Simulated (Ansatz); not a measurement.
Gas-phase electronic energies from Ansatz, PBE0-D4/def2-TZVP geometries. CBS: MP2 limit from def2 TZ/QZ plus the TZ coupled-cluster correction, frozen cores. DFT in def2-TZVPP. HSE06 is defined as in plane-wave codes. Elements past krypton have def2 core potentials. For Ga, Sn outer-core shells are correlated without core-valence functions, which leaves a few kJ/mol of doubt a bond. Scalar relativity is left out up to krypton. Each species was taken in one conformer, which may not be the lowest.

Consider the redistribution: `[OH][Sn][O][SiH3]` + `C[S][Ga]([F])[F]` → `C[S][Sn][O][SiH3]` + `[OH][Ga]([F])[F]`.

```
             level  ΔE (kcal/mol)  difference from CCSD(T)/CBS
            PBE-D4            3.5                         -0.2
         r2SCAN-D4            3.5                         -0.2
        r2SCAN0-D4            3.0                         -0.7
          HSE06-D4            2.8                         -0.9
          BHLYP-D4            3.0                         -0.7
           ωB97X-V            4.7                          1.0
            B2PLYP            3.1                         -0.6
          PBE-QIDH            2.3                         -1.4
            r2SCAN            3.6                         -0.1
RPA@PBE/def2-TZVPP            2.3                         -1.4
  CCSD(T)/def2-SVP           -0.5                         -4.2
     HF/def2-TZVPP            3.1                         -0.6
    MP2/def2-TZVPP            1.4                         -2.3
   CCSD/def2-TZVPP            2.4                         -1.3
      HF/CBS(def2)            3.1                         -0.6
    CCSD/CBS(def2)            4.1                          0.4
       CCSD(T)/CBS            3.7                            0
```

Largest T1 diagnostic among the species: 0.016.

Leaving LDA and LC-ωPBE aside and taking each functional with its dispersion term where it has one, the values spread over 2.4 kcal/mol, from PBE-QIDH to ωB97X-V. LDA lies −0.8 kcal/mol from PBE without D4. In def2-TZVPP, CCSD(T) changes the Hartree–Fock value by −1.0 kcal/mol (the triples alone add −0.3 kcal/mol) and MP2 by −1.7 kcal/mol. At CCSD(T), def2-SVP lies −4.2 kcal/mol from the extrapolated value and def2-TZVPP −1.6 kcal/mol.
